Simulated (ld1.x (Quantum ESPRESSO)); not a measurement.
**Pseudopotential generation for gallium (Ga): TM, LDA (PZ), scalar-relativistic.**

```json
{
 "Element": "Ga (Z = 31)",
 "Generator": "ld1.x (Quantum ESPRESSO) 7.5",
 "Type": "norm-conserving Troullier–Martins (Kleinman–Bylander form)",
 "Functional": "LDA (PZ)",
 "Relativity": "scalar-relativistic",
 "Frozen core": "[Ar] 3d10",
 "Valence charge": "3",
 "Reference configuration": "4s2 4p1",
 "Partial waves": "4s (bound): rc 1.85 bohr; 4p (bound): rc 2.45 bohr",
 "Local potential": "all-electron potential smoothed inside 1.50 bohr (lloc = -1)",
 "Core correction": "none"
}
```

All-electron outer shells of the reference configuration (LDA (PZ), scalar-relativistic, ld1.x):

| shell | level (eV) | outermost node (bohr) | outermost maximum (bohr) |
| --- | --- | --- | --- |
| 3p | -98.65 | 0.24 | 0.56 |
| 3d | -19.40 | – | 0.53 |
| 4s | -9.17 | 0.81 | 1.87 |
| 4p | -2.74 | 0.87 | 2.53 |

(1) Estimate the cutoffs (Ry, on a coarse ladder) from which the occupation-weighted sum of valence levels, in a spherical-Bessel basis at the reference potential, stays within 10 and 1 mRy of its value at 400 Ry.

(2) Does the potential have ghost states?

(3) Which valence shell sets the plane-wave cutoff?

(4) Tests: 4s2 4p0; 4s1 4p0; 4s2 4p0.5; 4s1 4p2; 4s0 4p3; 4s2 4p1.3; 4s1 4p1. Which has the largest error in its energy relative to the reference configuration, and how large is it?

## Answers

(1) 15 Ry and 35 Ry.

(2) No extra level below or beside the all-electron valence levels (s, p, d, f tested).

(3) 4s: its level needs 35 Ry to come within 1 mRy, against 12 Ry for 4p.

(4) 4s1 4p0, with +140 meV (all-electron minus pseudo) on +27.39 eV.
